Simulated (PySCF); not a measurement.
# H2ZrS: breathing scan

Method: PySCF, PBE0, basis Zr def2-TZVP with ECP28, S def2-TZVP, H def2-TZVP (scalar-relativistic core potentials, no spin–orbit coupling, density fitting).

Rigid scan from the singlet minimum (Zr–H 1.847 Å (×2), Zr–S 2.178 Å; H–Zr–H 110.0°, H–Zr–S 103.1° (×2)). Coordinate: all bonds to the central atom scaled together. Energies in kJ/mol from the minimum.

| scale of all bonds to the centre | E (kJ/mol) | dipole size (D) |
| --- | --- | --- |
| 0.88 | 197.3 | 4.93 |
| 0.92 | 79.0 | 5.28 |
| 0.96 | 17.8 | 5.59 |
| 1.00 | 0.0 | 5.87 |
| 1.04 | 14.6 | 6.11 |
| 1.08 | 53.0 | 6.33 |
| 1.14 | 140.7 | 6.60 |
| 1.22 | 289.1 | 6.89 |
| 1.35 | 551.8 | 7.16 |

At long bonds a restricted determinant can lie too high, and another spin state can fall below this curve.

Stability towards spin polarisation was not tested.

Other isomers or separated fragments may lie lower.

The scan took about 50 core-seconds on a shared host.
